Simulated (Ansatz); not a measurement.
Harmonic vibrations of CH6BNSi, SMILES `C=NB[SiH3]` by finite differences.

```yaml
crystal:
  periodic: [false, false, false]
  atoms:
    - {symbol: C, position_ang: [-0.451663, 1.901357, -1.026825]}
    - {symbol: N, position_ang: [-0.539584, 0.705727, -0.696688]}
    - {symbol: B, position_ang: [-0.603945, -0.581686, -0.315687]}
    - {symbol: Si, position_ang: [0.729228, -1.274528, 1.029797]}
    - {symbol: H, position_ang: [0.166551, 2.211982, -1.872339]}
    - {symbol: H, position_ang: [-0.991404, 2.680575, -0.483618]}
    - {symbol: H, position_ang: [-1.456481, -1.276792, -0.791575]}
    - {symbol: H, position_ang: [1.515733, -2.402255, 0.453407]}
    - {symbol: H, position_ang: [0.029100, -1.795963, 2.238323]}
    - {symbol: H, position_ang: [1.685567, -0.219515, 1.468006]}
basis:
  gaussian: {orbitals: def2-TZVP}
hamiltonian: {xc: pbe0, dispersion: d4}
phonons: {temperatures: {t_min: 298.15, t_max: 900, t_step: 200}}
```

```sh
$ ansatz run in.yaml --threads 2 --pin off --events-out ev --progress --plain --max-ram 4352MiB
```

Output, abridged:

```
Functional definition: PBE0
mean field -11172.20939986 eV, -410.5711226495 hartree, gradient 1.4e-5 eV, S^2 0.000000; 0 other end points of the search recorded, 0 dependent functions left out
mean field -11172.20929770 eV, -410.5711188948 hartree, gradient 2.6e-6 eV, S^2 0.000000; 0 other end points of the search recorded, 0 dependent functions left out
mean field -11172.20930932 eV, -410.5711193222 hartree, gradient 2.6e-6 eV, S^2 0.000000; 0 other end points of the search recorded, 0 dependent functions left out
mean field -11172.20915320 eV, -410.5711135848 hartree, gradient 2.6e-6 eV, S^2 0.000000; 0 other end points of the search recorded, 0 dependent functions left out
mean field -11172.20908439 eV, -410.5711110559 hartree, gradient 2.6e-6 eV, S^2 0.000000; 0 other end points of the search recorded, 0 dependent functions left out
mean field -11172.20924621 eV, -410.5711170029 hartree, gradient 2.6e-6 eV, S^2 0.000000; 0 other end points of the search recorded, 0 dependent functions left out
mean field -11172.20927830 eV, -410.5711181821 hartree, gradient 2.6e-6 eV, S^2 0.000000; 0 other end points of the search recorded, 0 dependent functions left out
mean field -11172.20935833 eV, -410.5711211233 hartree, gradient 2.6e-6 eV, S^2 0.000000; 0 other end points of the search recorded, 0 dependent functions left out
mean field -11172.20937913 eV, -410.5711218876 hartree, gradient 2.6e-6 eV, S^2 0.000000; 0 other end points of the search recorded, 0 dependent functions left out
mean field -11172.20905561 eV, -410.5711099985 hartree, gradient 2.6e-6 eV, S^2 0.000000; 0 other end points of the search recorded, 0 dependent functions left out
mean field -11172.20903788 eV, -410.5711093466 hartree, gradient 2.6e-6 eV, S^2 0.000000; 0 other end points of the search recorded, 0 dependent functions left out
mean field -11172.20933488 eV, -410.5711202615 hartree, gradient 2.6e-6 eV, S^2 0.000000; 0 other end points of the search recorded, 0 dependent functions left out
mean field -11172.20935823 eV, -410.5711211196 hartree, gradient 2.6e-6 eV, S^2 0.000000; 0 other end points of the search recorded, 0 dependent functions left out
mean field -11172.20932035 eV, -410.5711197274 hartree, gradient 2.6e-6 eV, S^2 0.000000; 0 other end points of the search recorded, 0 dependent functions left out
mean field -11172.20933469 eV, -410.5711202545 hartree, gradient 2.6e-6 eV, S^2 0.000000; 0 other end points of the search recorded, 0 dependent functions left out
mean field -11172.20922069 eV, -410.5711160651 hartree, gradient 2.6e-6 eV, S^2 0.000000; 0 other end points of the search recorded, 0 dependent functions left out
mean field -11172.20924456 eV, -410.5711169422 hartree, gradient 2.6e-6 eV, S^2 0.000000; 0 other end points of the search recorded, 0 dependent functions left out
mean field -11172.20933863 eV, -410.5711203993 hartree, gradient 2.6e-6 eV, S^2 0.000000; 0 other end points of the search recorded, 0 dependent functions left out
mean field -11172.20934151 eV, -410.5711205050 hartree, gradient 2.6e-6 eV, S^2 0.000000; 0 other end points of the search recorded, 0 dependent functions left out
mean field -11172.20933268 eV, -410.5711201804 hartree, gradient 2.6e-6 eV, S^2 0.000000; 0 other end points of the search recorded, 0 dependent functions left out
mean field -11172.20930172 eV, -410.5711190428 hartree, gradient 2.6e-6 eV, S^2 0.000000; 0 other end points of the search recorded, 0 dependent functions left out
mean field -11172.20928399 eV, -410.5711183912 hartree, gradient 2.6e-6 eV, S^2 0.000000; 0 other end points of the search recorded, 0 dependent functions left out
mean field -11172.20934219 eV, -410.5711205299 hartree, gradient 2.6e-6 eV, S^2 0.000000; 0 other end points of the search recorded, 0 dependent functions left out
mean field -11172.20934161 eV, -410.5711205087 hartree, gradient 2.6e-6 eV, S^2 0.000000; 0 other end points of the search recorded, 0 dependent functions left out
mean field -11172.20929576 eV, -410.5711188237 hartree, gradient 2.6e-6 eV, S^2 0.000000; 0 other end points of the search recorded, 0 dependent functions left out
mean field -11172.20936011 eV, -410.5711211885 hartree, gradient 7.9e-7 eV, S^2 0.000000; 0 other end points of the search recorded, 0 dependent functions left out
mean field -11172.20936289 eV, -410.5711212907 hartree, gradient 6.6e-7 eV, S^2 0.000000; 0 other end points of the search recorded, 0 dependent functions left out
mean field -11172.20938082 eV, -410.5711219495 hartree, gradient 2.2e-6 eV, S^2 0.000000; 0 other end points of the search recorded, 0 dependent functions left out
mean field -11172.20937007 eV, -410.5711215544 hartree, gradient 2.1e-6 eV, S^2 0.000000; 0 other end points of the search recorded, 0 dependent functions left out
mean field -11172.20933199 eV, -410.5711201551 hartree, gradient 2.6e-6 eV, S^2 0.000000; 0 other end points of the search recorded, 0 dependent functions left out
mean field -11172.20933825 eV, -410.5711203852 hartree, gradient 7.3e-7 eV, S^2 0.000000; 0 other end points of the search recorded, 0 dependent functions left out
mean field -11172.20936765 eV, -410.5711214656 hartree, gradient 6.8e-7 eV, S^2 0.000000; 0 other end points of the search recorded, 0 dependent functions left out
mean field -11172.20936826 eV, -410.5711214881 hartree, gradient 8.8e-7 eV, S^2 0.000000; 0 other end points of the search recorded, 0 dependent functions left out
mean field -11172.20934488 eV, -410.5711206287 hartree, gradient 8.3e-7 eV, S^2 0.000000; 0 other end points of the search recorded, 0 dependent functions left out
mean field -11172.20933359 eV, -410.5711202141 hartree, gradient 2.6e-6 eV, S^2 0.000000; 0 other end points of the search recorded, 0 dependent functions left out
mean field -11172.20936249 eV, -410.5711212762 hartree, gradient 2.9e-6 eV, S^2 0.000000; 0 other end points of the search recorded, 0 dependent functions left out
mean field -11172.20936725 eV, -410.5711214509 hartree, gradient 2.7e-6 eV, S^2 0.000000; 0 other end points of the search recorded, 0 dependent functions left out
mean field -11172.20935917 eV, -410.5711211539 hartree, gradient 1.9e-6 eV, S^2 0.000000; 0 other end points of the search recorded, 0 dependent functions left out
mean field -11172.20936273 eV, -410.5711212847 hartree, gradient 1.9e-6 eV, S^2 0.000000; 0 other end points of the search recorded, 0 dependent functions left out
mean field -11172.20936738 eV, -410.5711214558 hartree, gradient 2.0e-6 eV, S^2 0.000000; 0 other end points of the search recorded, 0 dependent functions left out
mean field -11172.20937071 eV, -410.5711215782 hartree, gradient 2.1e-6 eV, S^2 0.000000; 0 other end points of the search recorded, 0 dependent functions left out
mean field -11172.20938160 eV, -410.5711219784 hartree, gradient 2.0e-6 eV, S^2 0.000000; 0 other end points of the search recorded, 0 dependent functions left out
mean field -11172.20938515 eV, -410.5711221089 hartree, gradient 1.7e-6 eV, S^2 0.000000; 0 other end points of the search recorded, 0 dependent functions left out
mean field -11172.20938431 eV, -410.5711220777 hartree, gradient 1.4e-6 eV, S^2 0.000000; 0 other end points of the search recorded, 0 dependent functions left out
mean field -11172.20937677 eV, -410.5711218007 hartree, gradient 1.3e-6 eV, S^2 0.000000; 0 other end points of the search recorded, 0 dependent functions left out
mean field -11172.20936253 eV, -410.5711212774 hartree, gradient 1.6e-6 eV, S^2 0.000000; 0 other end points of the search recorded, 0 dependent functions left out
mean field -11172.20936983 eV, -410.5711215458 hartree, gradient 1.5e-6 eV, S^2 0.000000; 0 other end points of the search recorded, 0 dependent functions left out
mean field -11172.20938996 eV, -410.5711222855 hartree, gradient 1.7e-6 eV, S^2 0.000000; 0 other end points of the search recorded, 0 dependent functions left out
mean field -11172.20938402 eV, -410.5711220671 hartree, gradient 1.5e-6 eV, S^2 0.000000; 0 other end points of the search recorded, 0 dependent functions left out
mean field -11172.20938599 eV, -410.5711221398 hartree, gradient 1.6e-6 eV, S^2 0.000000; 0 other end points of the search recorded, 0 dependent functions left out
mean field -11172.20938093 eV, -410.5711219537 hartree, gradient 1.9e-6 eV, S^2 0.000000; 0 other end points of the search recorded, 0 dependent functions left out
mean field -11172.20938480 eV, -410.5711220961 hartree, gradient 1.5e-6 eV, S^2 0.000000; 0 other end points of the search recorded, 0 dependent functions left out
mean field -11172.20939150 eV, -410.5711223420 hartree, gradient 1.2e-6 eV, S^2 0.000000; 0 other end points of the search recorded, 0 dependent functions left out
mean field -11172.20936671 eV, -410.5711214312 hartree, gradient 2.2e-6 eV, S^2 0.000000; 0 other end points of the search recorded, 0 dependent functions left out
mean field -11172.20935748 eV, -410.5711210920 hartree, gradient 1.6e-6 eV, S^2 0.000000; 0 other end points of the search recorded, 0 dependent functions left out
mean field -11172.20937902 eV, -410.5711218835 hartree, gradient 1.6e-6 eV, S^2 0.000000; 0 other end points of the search recorded, 0 dependent functions left out
mean field -11172.20936885 eV, -410.5711215098 hartree, gradient 1.1e-6 eV, S^2 0.000000; 0 other end points of the search recorded, 0 dependent functions left out
mean field -11172.20936469 eV, -410.5711213570 hartree, gradient 2.1e-6 eV, S^2 0.000000; 0 other end points of the search recorded, 0 dependent functions left out
mean field -11172.20937411 eV, -410.5711217030 hartree, gradient 1.6e-6 eV, S^2 0.000000; 0 other end points of the search recorded, 0 dependent functions left out
mean field -11172.20939575 eV, -410.5711224983 hartree, gradient 1.3e-6 eV, S^2 0.000000; 0 other end points of the search recorded, 0 dependent functions left out
mean field -11172.20938390 eV, -410.5711220629 hartree, gradient 1.1e-6 eV, S^2 0.000000; 0 other end points of the search recorded, 0 dependent functions left out
Total energy: -11172.35536912 eV, -410.5764869208 hartree
Atom 0 at    -0.451663     1.901357    -1.026825 Å, force     0.000071     0.000898    -0.000330 eV/Å
Atom 1 at    -0.539584     0.705727    -0.696688 Å, force    -0.000041    -0.000276     0.000152 eV/Å
Atom 2 at    -0.603945    -0.581686    -0.315687 Å, force    -0.000069     0.000158     0.000233 eV/Å
Atom 3 at     0.729228    -1.274528     1.029797 Å, force    -0.000235    -0.000079    -0.000069 eV/Å
Atom 4 at     0.166551     2.211982    -1.872339 Å, force    -0.000509    -0.000125     0.000197 eV/Å
Atom 5 at    -0.991404     2.680575    -0.483618 Å, force     0.000448    -0.000292    -0.000195 eV/Å
Atom 6 at    -1.456481    -1.276792    -0.791575 Å, force     0.000333    -0.000144    -0.000042 eV/Å
Atom 7 at     1.515733    -2.402255     0.453407 Å, force     0.000030     0.000078     0.000034 eV/Å
Atom 8 at     0.029100    -1.795963     2.238323 Å, force     0.000080    -0.000050     0.000005 eV/Å
Atom 9 at     1.685567    -0.219515     1.468006 Å, force    -0.000109    -0.000168     0.000015 eV/Å
Dipole moment:    -0.061405     0.456627    -0.205329 e Å
Vibrations: 77.33 129.19 229.26 380.36 403.56 507.55 624.95 691.68 841.33 888.96 939.48 943.49 961.73 1032.15 1177.55 1196.84 1523.92 1938.66 2203.09 2206.05 2211.35 2598.72 3057.02 3135.75 cm⁻¹, zero-point energy 1.853563 eV
```

Hardware: 2 threads of an Intel Xeon Platinum 8259CL on a shared host. Wall time 3.9 min, peak host memory 0.4 GiB.
